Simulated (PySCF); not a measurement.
## Spin-rotation constants: `C[C@@H]1[C@@H]2CC=C[C@]12C=O`, C$_{8}$H$_{10}$O

Molfile (atoms numbered from 1):
```
C8H10O
     RDKit          3D

 19 20  0  0  0  0  0  0  0  0999 V2000
    1.9154   -0.1317   -0.5927 C   0  0  0  0  0  0  0  0  0  0  0  0
    0.9989    0.3389    0.5023 C   0  0  2  0  0  0  0  0  0  0  0  0
   -0.1337   -0.4632    1.0231 C   0  0  2  0  0  0  0  0  0  0  0  0
   -0.6351   -1.6325    0.1992 C   0  0  0  0  0  0  0  0  0  0  0  0
   -1.1351   -0.9972   -1.0684 C   0  0  0  0  0  0  0  0  0  0  0  0
   -1.0433    0.3264   -1.0473 C   0  0  0  0  0  0  0  0  0  0  0  0
   -0.4339    0.8112    0.2102 C   0  0  2  0  0  0  0  0  0  0  0  0
   -0.8814    2.0468    0.8474 C   0  0  0  0  0  0  0  0  0  0  0  0
   -0.4926    2.4641    1.9105 O   0  0  0  0  0  0  0  0  0  0  0  0
    2.6383   -0.8359   -0.1831 H   0  0  0  0  0  0  0  0  0  0  0  0
    2.4605    0.7109   -1.0128 H   0  0  0  0  0  0  0  0  0  0  0  0
    1.3668   -0.6211   -1.3926 H   0  0  0  0  0  0  0  0  0  0  0  0
    1.4898    0.9619    1.2429 H   0  0  0  0  0  0  0  0  0  0  0  0
   -0.3233   -0.4636    2.0865 H   0  0  0  0  0  0  0  0  0  0  0  0
   -1.4414   -2.1621    0.7121 H   0  0  0  0  0  0  0  0  0  0  0  0
    0.1579   -2.3564   -0.0029 H   0  0  0  0  0  0  0  0  0  0  0  0
   -1.5197   -1.5930   -1.8784 H   0  0  0  0  0  0  0  0  0  0  0  0
   -1.3580    1.0017   -1.8236 H   0  0  0  0  0  0  0  0  0  0  0  0
   -1.6399    2.6040    0.2603 H   0  0  0  0  0  0  0  0  0  0  0  0
  1  2  1  0
  2  3  1  0
  3  4  1  0
  4  5  1  0
  5  6  2  0
  6  7  1  0
  7  8  1  1
  8  9  2  0
  7  2  1  0
  7  3  1  0
  1 10  1  0
  1 11  1  0
  1 12  1  0
  2 13  1  1
  3 14  1  1
  4 15  1  0
  4 16  1  0
  5 17  1  0
  6 18  1  0
  8 19  1  0
M  END
```

Computed with PySCF, GIAO HF/pcSseg-1 magnetisability, rotational g tensor and spin-rotation constants, non-relativistic, gas phase. Geometry: GFN2-xTB.

(1) Give the nuclear spin-rotation constants along the inertial axes (H = +C I·J) beside the isotropic shieldings.

Answers

(1) Rotational constants 2.6123, 1.4878, 1.2657 GHz. A star marks the isotopologue with that one atom substituted, in its own axes.
```
atom  isotope  Caa (kHz)  Cbb (kHz)  Ccc (kHz)  mean (kHz)  σ (ppm)
 H10       1H     -0.238     -0.068     -0.089      -0.131     31.1
 H11       1H     -0.239     -0.115     -0.045      -0.133     31.0
 H12       1H     -0.119     -0.095     -0.129      -0.114     31.4
 H13       1H     -0.100     -0.067     -0.136      -0.101     30.1
 H14       1H     -0.215     -0.170      0.007      -0.126     30.0
 H15       1H     -0.279     -0.067     -0.039      -0.129     29.6
 H16       1H     -0.107     -0.074     -0.132      -0.104     30.2
 H17       1H      0.049     -0.089     -0.107      -0.049     26.2
 H18       1H     -0.257     -0.130      0.080      -0.102     25.9
 H19       1H     -0.183      0.027     -0.002      -0.053     22.2
  C1     13C*      0.312      0.182      0.134       0.210    184.8
  C2     13C*      0.286      0.283      0.172       0.247    165.9
  C3     13C*      0.283      0.247      0.235       0.255    160.7
  C4     13C*      0.392      0.232      0.178       0.267    163.1
  C5     13C*      0.777      0.404      0.497       0.559     50.2
  C6     13C*      0.767      0.371      0.491       0.543     57.5
  C7     13C*      0.263      0.323      0.229       0.271    152.6
  C8     13C*      1.254      0.590      0.473       0.772    -14.4
  O9     17O*     -2.367     -0.613     -0.493      -1.158   -299.7
```
For the geometry as given, no vibrational averaging.
